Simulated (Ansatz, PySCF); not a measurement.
Gas-phase reaction in SMILES: F[Si](F)(Cl)Cl [dichloro(difluoro)silane] + 4 [H][H] (H2) -> 2 Cl (HCl) + 2 F (HF) + [SiH4] (SiH4)
Geometries: B3LYP-D3(BJ)/def2-TZVP minima from Ansatz (a quantum-chemistry and plane-wave program). Frequencies are from Ansatz or PySCF.

Wanted: energy of full hydrogenation (enthalpy at 298 K, with B3LYP-D3(BJ) rigid-rotor harmonic-oscillator terms), in kcal/mol. Cores are frozen in the correlated levels unless marked. Spin-orbit coupling is left out. Non-relativistic. CBS marks a two-point X^-3 extrapolation of the correlation energy; Hartree-Fock from the larger set.

```tsv
level	program	energy of full hydrogenation (kcal/mol)
HF/aug-cc-pV(D+d)Z	Ansatz	75.6
```

### Question
Estimate the value at CCSD(T)/CBS(cc-pV(T+d)Z,cc-pV(Q+d)Z) as computed with Ansatz.

### Answer
103.5 kcal/mol, so HF/aug-cc-pV(D+d)Z differs from it by -27.9 kcal/mol.
